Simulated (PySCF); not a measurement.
Vertical excitations of a molecule C₄H₆OSe from TDA-M06-2X/def2-SVPD in PySCF, as energy in eV (oscillator strength): 3.80 (0.007), 4.45 (0.000), 5.57 (0.025), 6.21 (0.010), 6.79 (0.006), 6.87 (0.069), 7.09 (0.081), 7.22 (0.036), 7.35 (0.005), 7.43 (0.049). Lowest triplet (TDA): 3.37 eV. The structure is a stationary point at B3LYP-D3(BJ)/def2-SVP. Other conformers were not sampled.

Problem. Identify the compound among the candidates.
(A) C=C1CO[C@H]1[SeH]
(B) C=CC(=O)[Se]C
(C) O=C1CC[C@@H]1[SeH]
(D) C=C1C[Se]CO1

Solution. C, O=C1CC[C@@H]1[SeH]
